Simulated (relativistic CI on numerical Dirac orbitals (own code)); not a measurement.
# Sensitivity of the levels of Lu33+ to α and to the nuclear radius

Method of calculation: Dirac-Coulomb-Breit CI, separate exchange-only KLI orbitals for each configuration, derivatives by finite differences, unscaled Slater integrals, QED left out (own radial code, finite nucleus).

Configurations in the expansion (outside the closed core [Ar] 3d10): 4s2 4p6 4d2, 4s2 4p6 4d 4f, 4s2 4p5 4d3, 4s 4p6 4d2 4f, 4s2 4p6 4f 5s, 4s2 4p6 4f2, 4s 4p6 4f3, 4p6 4d4, 4p5 4d5. Double excitations out of closed p, d and f shells are left out; levels of such configurations are missing from the list, as are those of other unlisted configurations, and high levels can miss mixing partners.

With x = (α/α₀)² − 1 an excitation energy changes as ω = ω₀ + qx; K = 2q/ω₀ is the relative enhancement. Terms are leading LS components, so labels can repeat. The field-shift factor is F = δν/δ⟨r²⟩ for the transition from the lowest level.

Lowest level 4s2 4p6 4d2 3F_2.

```
            Level  ω₀ (cm⁻¹)  q (cm⁻¹)      K  F (GHz/fm²)
 4s2 4p6 4d2 3P_0      60958      6608  0.217        0.314
 4s2 4p6 4d2 3F_3     109446    119000   2.17         2.72
 4s2 4p6 4d2 3P_2     140108    117700   1.68         2.89
 4s2 4p6 4d2 1G_4     149482    125900   1.68         3.08
 4s2 4p6 4d2 3P_1     150272    119600   1.59         2.98
 4s2 4p6 4d2 3F_4     246367    232400   1.89         5.51
 4s2 4p6 4d2 3P_2     265284    239600   1.81         5.76
 4s2 4p6 4d2 1S_0     334804    233400   1.39         5.57
4s2 4p5 4d3 5F°_2    1149110     57650    0.1         6.51
4s2 4p5 4d3 5D°_1    1158656     67010  0.116         6.88
4s2 4p5 4d3 5D°_0    1174794     67020  0.114         7.45
4s2 4p5 4d3 3F°_3    1187610     64370  0.108         6.33
4s2 4p5 4d3 5D°_3    1232197    158900  0.258         8.63
4s2 4p5 4d3 5S°_2    1245184    174300   0.28         8.68
4s2 4p5 4d3 5F°_4    1248304    175000   0.28          8.8
4s2 4p5 4d3 3F°_2    1263257    173500  0.275         9.46
4s2 4p5 4d3 5D°_1    1270446    175000  0.275         8.81
4s2 4p5 4d3 5G°_5    1274949    178600   0.28         8.77
4s2 4p5 4d3 3G°_3    1280143    171700  0.268         9.72
4s2 4p5 4d3 3F°_4    1281472    175000  0.273         9.39
4s2 4p5 4d3 3H°_6    1287844    168800  0.262         8.32
4s2 4p5 4d3 3P°_0    1289590    152600  0.237         9.26
4s2 4p5 4d3 3G°_4    1307108    177900  0.272         9.41
```

At this charge energies of transitions that change n are usually good to better than 1 %, and those within a shell (Δn = 0) to a few per cent. Terms inside the open d or f shell come out 10 to 20 % too wide with unscaled integrals.
